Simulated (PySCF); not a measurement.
**Relaxation of doublet PbS₂⁻**

Level of theory: UPBE0 in PySCF with Pb def2-TZVPD with ECP60, S def2-TZVPD; scalar-relativistic core potentials, no spin–orbit coupling; density-fitted integrals. A (50,194) grid was used.

A hand-made bent start, of C2v symmetry, held to at least that symmetry:

```xyz
3
charge -1 multiplicity 2, angstrom
Pb    0.0000    0.0000   -0.3089
S     1.8759    0.0000    1.0046
S    -1.8759    0.0000    1.0046
```

Optimiser trace:
```tsv
step	E − E(last) (kJ/mol)	largest gradient (Eh/bohr)
0	34.82	0.03634
1	9.18	0.01031
2	2.76	0.00595
3	0.99	0.00561
4	0.32	0.00337
5	0.01	0.00065
6	0.00	0.00004
```

It ends at C2v with Pb–S 2.397 Å (×2); S–Pb–S 128.7° (after a last refinement on a finer grid). A frequency run shows a minimum. Other isomers or separated fragments may lie lower.

With an element this heavy the missing spin–orbit coupling can shift these numbers.
